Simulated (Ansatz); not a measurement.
Program: Ansatz. Geometries: PBE0-D4/def2-TZVP. ΔE: electronic, gas phase. CCSD(T)/CBS adds triple-zeta CCSD(T) − MP2 to the extrapolated MP2 energy (def2 sets, frozen cores). This one scheme is used for every species. DFT in def2-TZVPP. B3LYP here is the variant with VWN-RPA as its local correlation; programs differ in this. HSE06 is defined as in plane-wave codes. For Ge outer-core shells are correlated without core-valence functions, which leaves a few kJ/mol of doubt a bond. Scalar relativity is left out up to krypton. Each species was taken in one conformer, which may not be the lowest.

Reaction (ligand exchange at a Ge–Cl bond): `[SiH3][O][GeH2][Cl]` + silanol → `[SiH3][O][GeH2][O][SiH3]` + HCl

`[SiH3][O][GeH2][Cl]`:

```xyz
9

Si    1.234    0.889   -0.336
O     0.277   -0.423   -0.582
Ge   -1.133   -1.093    0.224
Cl   -2.414    0.542    0.782
H     0.581    2.123   -0.844
H     1.526    1.061    1.113
H     2.500    0.656   -1.073
H    -1.868   -1.959   -0.798
H    -0.701   -1.796    1.514
```

`O[SiH3]`:

```xyz
6

O    -0.379   -1.050    0.630
Si   -0.051    0.314   -0.235
H     0.339   -1.453    1.119
H     0.433    1.417    0.640
H    -1.327    0.704   -0.877
H     0.985    0.068   -1.276
```

`[SiH3][O][GeH2][O][SiH3]`:

Z-matrix (Å, degrees):
```
Si
O 1 1.639
H 1 1.490 2 110.6
H 1 1.484 2 108.1 3 119.8
H 1 1.486 2 110.7 3 -120.4
Ge 2 1.764 1 134.6 3 36.1
O 6 1.764 2 107.8 1 59.7
H 6 1.531 2 110.0 1 -55.6
H 6 1.531 2 106.1 1 177.5
Si 7 1.639 6 134.6 2 59.6
H 10 1.486 7 110.7 6 -84.3
H 10 1.484 7 108.1 6 155.8
H 10 1.490 7 110.6 6 36.1
```

HCl:

Cartesian coordinates in Å:
```
Cl 0.242 -0.418 0.419
H -0.242 0.418 -0.419
```

| level | ΔE (kJ/mol) | difference from CCSD(T)/CBS |
| --- | --- | --- |
| LDA (SPW92) | 29.7 | 7.6 |
| revPBE-D4 | 29.6 | 7.5 |
| BLYP-D4 | 24.0 | 1.9 |
| B97M-V | 26.6 | 4.5 |
| PBE0-D4 | 30.5 | 8.4 |
| B3LYP-D4 | 24.1 | 2.0 |
| r2SCANh-D4 | 28.6 | 6.5 |
| HSE06-D4 | 30.9 | 8.8 |
| BHLYP-D4 | 22.5 | 0.4 |
| CAM-B3LYP-D4 | 21.2 | -0.9 |
| ωB97X-V | 25.0 | 2.9 |
| ωB97M-V | 27.1 | 5.0 |
| B2PLYP | 25.8 | 3.7 |
| PBE-QIDH | 28.2 | 6.1 |
| PBE | 35.3 | 13.2 |
| revPBE | 37.4 | 15.3 |
| BLYP | 31.5 | 9.4 |
| r2SCAN | 30.0 | 7.9 |
| PBE0 | 34.5 | 12.4 |
| B3LYP | 30.3 | 8.2 |
| r2SCANh | 30.3 | 8.2 |
| r2SCAN0 | 30.6 | 8.5 |
| HSE06 | 34.7 | 12.6 |
| CAM-B3LYP | 25.4 | 3.3 |
| LC-ωPBE | 28.0 | 5.9 |
| RPA@PBE/def2-TZVPP | 15.6 | -6.5 |
| HF/def2-SVP | 22.2 | 0.1 |
| MP2/def2-SVP | 13.3 | -8.8 |
| CCSD/def2-SVP | 12.6 | -9.5 |
| CCSD(T)/def2-SVP | 11.7 | -10.4 |
| HF/def2-TZVPP | 25.4 | 3.3 |
| MP2/def2-TZVPP | 21.9 | -0.2 |
| SCS-MP2/def2-TZVPP | 19.6 | -2.5 |
| CCSD/def2-TZVPP | 19.1 | -3.0 |
| HF/def2-QZVPP | 24.0 | 1.9 |
| MP2/def2-QZVPP | 23.3 | 1.2 |
| SCS-MP2/def2-QZVPP | 21.1 | -1.0 |
| HF/CBS(def2) | 23.8 | 1.7 |
| MP2/CBS(def2) | 25.2 | 3.1 |
| CCSD/CBS(def2) | 22.4 | 0.3 |
| CCSD(T)/CBS | 22.1 | 0 |

Problem. What do rigid-rotor, harmonic-oscillator terms from PBE0-D4/def2-TZVP frequencies (298.15 K, 1 bar) make of the CCSD(T)/CBS value? (An estimate is asked.)

Solution. Ansatz gave: ΔZPE = -8.6 kJ/mol, ΔH = +16.3 kJ/mol, ΔS = -16 J/(mol·K), ΔG = +21.2 kJ/mol. Modes under 50 cm⁻¹ make the entropy rough.

Largest T1 diagnostic among the species: 0.012.

The D4 term adds −6.2 kJ/mol with B3LYP and −3.9 kJ/mol with PBE0; it sums over pairs of atoms, weighted by their polarisabilities, and B3LYP, whose exchange is more repulsive, gets the larger term. From BLYP to BHLYP (50 % exact exchange), in def2-TZVPP and without D4, ΔE moves by −3.4 kJ/mol.

CCSD(T)/CBS has its own doubt, a few kJ/mol and more with outer-core shells, so smaller differences from it don't rank the levels.
